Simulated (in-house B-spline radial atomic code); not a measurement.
A fraction x of an electron is removed from 3d in Ti²⁺, starting from [Ar] 3d2 and keeping the highest spin. Level of theory: scalar-relativistic (X2C) LDA VWN5, spin-polarised, spherical fractional occupations, Fermi nucleus of rms radius 3.5921 fm; calculated with an all-electron radial atomic-structure program (B-spline basis).

```
   x  E(x) - E(0) (eV)  3d up level (eV)
   0            0.0000           -20.612
0.05            1.0474           -21.286
0.21            4.6288           -23.494
0.26            5.8211           -24.199
 0.4            9.3491           -26.211
 0.5           12.0435           -27.680
0.52           12.6000           -27.977
0.71           18.1871           -30.850
0.84           22.3284           -32.868
0.91           24.6677           -33.972
   1           27.7896           -35.407
```

The exact functional would give a straight line between the two integer points. Deviations E(x) - E(0) - x[E(1) - E(0)], in eV: -0.342 at x = 0.05, -1.207 at x = 0.21, -1.404 at x = 0.26, -1.767 at x = 0.4, -1.851 at x = 0.5, -1.851 at x = 0.52, -1.544 at x = 0.71, -1.015 at x = 0.84, -0.621 at x = 0.91.

The curve lies below the straight line by up to 1.851 eV (at x = 0.5): convex, the delocalisation error that favours fractional charges.

Question: How well does Slater's transition state (minus the level at half occupation) give the ionisation energy?

Answer: It gives 27.680 eV against 27.790 eV from the two total energies; NIST lists 27.49 eV, ground level to ground level.
